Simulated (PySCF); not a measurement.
Boron: a sound run and one with changed settings

Sound run: B⁺ [He] 2s2, B²⁺ [He] 2s1. Computed with PySCF 2.14 in 6-31G* (3s2p1d, 14 functions), with no relativity, point nucleus. In the sound run the correlated levels freeze 1s2. The sound run starts from symmetry-adapted Hartree-Fock orbitals and uses a fine grid where one is needed.

A second run was set up differently.

```csv
species,method,sound run (hartree),changed run (hartree),converged
B⁺,UHF,-24.23404,-23.94847,yes
B⁺,LDA,-24.03248,-23.74155,yes
B⁺,PBE0,-24.29798,-24.00862,yes
B⁺,MP2,-24.26739,-23.97788,yes
B⁺,CCSD(T),-24.29278,-24.00944,yes
B²⁺,UHF,-23.37174,-23.09922,yes
B²⁺,LDA,-23.12968,-22.85280,yes
B²⁺,PBE0,-23.39399,-23.11652,yes
```

Ionisation energy of B⁺:

| method | sound run (eV) | changed run (eV) |
| --- | --- | --- |
| UHF | 23.465 | 23.109 |
| LDA | 24.566 | 24.184 |
| PBE0 | 24.599 | 24.275 |
| MP2 | 24.372 | 23.909 |
| SCS-MP2 | 24.553 | 24.070 |
| CCSD | 25.063 | 24.768 |
| CCSD(T) | 25.063 | 24.768 |
| CCSDT | 25.063 | 24.768 |
| FCI | 25.063 | 24.768 |

Task: What was changed?
A. level shift left on
B. angular grid far too coarse
C. minimal basis
D. a valence shell is frozen

Result: C. It used basis STO-3G. A minimal basis cannot let orbitals breathe on ionisation and holds almost no correlation.
